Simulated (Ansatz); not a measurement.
`O/C=[N]/[GaH2]` + `[OH][AlH2]` → `[AlH2][O][GaH2]` + `N=CO` at 700 K and 1 bar (ligand exchange at a Ga–N bond).

Computed with Ansatz on PBE0-D4/def2-TZVP structures; ΔE is electronic, products minus reactants. CCSD(T)/CBS adds triple-zeta CCSD(T) − MP2 to the extrapolated MP2 energy (def2 sets, frozen cores). This one scheme is used for every species. For Ga outer-core shells are correlated without core-valence functions, which leaves a few kJ/mol of doubt a bond. Scalar relativity is left out up to krypton. One conformer a species, not always the lowest.

```
          species  CCSD(T)/CBS energy (Eh)  H − E (kJ/mol)  S (J/(mol·K))
 `O/C=[N]/[GaH2]`              -2094.25715           192.0          415.1
     `[OH][AlH2]`               -319.03157           111.2          312.7
`[AlH2][O][GaH2]`              -2243.58748           143.6          419.4
           `N=CO`               -169.71775           160.4          306.3
```

H − E and S are ideal-gas, rigid-rotor, harmonic terms from PBE0-D4/def2-TZVP, for one conformer and one mirror image of each species. 1 Eh = 2625.50 kJ/mol, R = 8.31446 J/(mol·K).

**Question.** By hand: ΔE, ΔH, ΔS and ΔG.

**Answer.** ΔE = (-2243.58748) + (-169.71775) − (-2094.25715) − (-319.03157) = -0.01651 Eh = -43.3 kJ/mol. Δ(H − E) = 143.6 + 160.4 − 192.0 − 111.2 = 0.8, so ΔH = -42.5 kJ/mol. ΔS = 419.4 + 306.3 − 415.1 − 312.7 = -2.1 J/(mol·K). ΔG = -42.5 − 700 × (-2.1)/1000 = -41.0 kJ/mol.

**Question.** By hand: the equilibrium constant, and the temperature at which ΔG would vanish if ΔH and ΔS stayed fixed.

**Answer.** log₁₀ K = −ΔG/(RT ln 10) = 3.1. ΔG = 0 at ΔH/ΔS = 20238 K, far beyond where these terms or the molecules hold.

The number of gas molecules stays the same, so ΔS is small and ΔH decides. A doubt of 5 kJ/mol in ΔE shifts log₁₀ K by 0.4 here. Other conformers and mirror images would add mixing entropy, several J/(mol·K) or more a flexible species. These are equilibria of isolated gas molecules and say nothing of rates. Largest T1 diagnostic: 0.016 (customary marks: 0.02 for closed shells, 0.045 for open ones).
